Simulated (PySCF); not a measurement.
# CH₅OSi, SMILES `CO[SiH2]` (charge 0, multiplicity 2)

These are PBE0-D4/def2-TZVP (PySCF) values and carry that method's errors.

```
Quantity                                                        Result
-----------------------------  ---------------------------------------
highest occupied spin orbital                                 -6.17 eV
dipole moment                                                   1.21 D
total energy                                              -405.6003 Ha
cost                           about 110 core-seconds (a rough figure)
```

```xyz
8

C     -1.0985    -0.1088     0.0810
O     -0.0054    -0.6307    -0.6437
Si     1.5574    -0.1769    -0.4473
H     -2.0072    -0.5994    -0.2713
H     -1.1999     0.9708    -0.0755
H     -0.9908    -0.2995     1.1545
H      1.7330     1.2795    -0.7404
H      2.0278    -0.4635     0.9436
```
Charge 0, spin multiplicity 2.
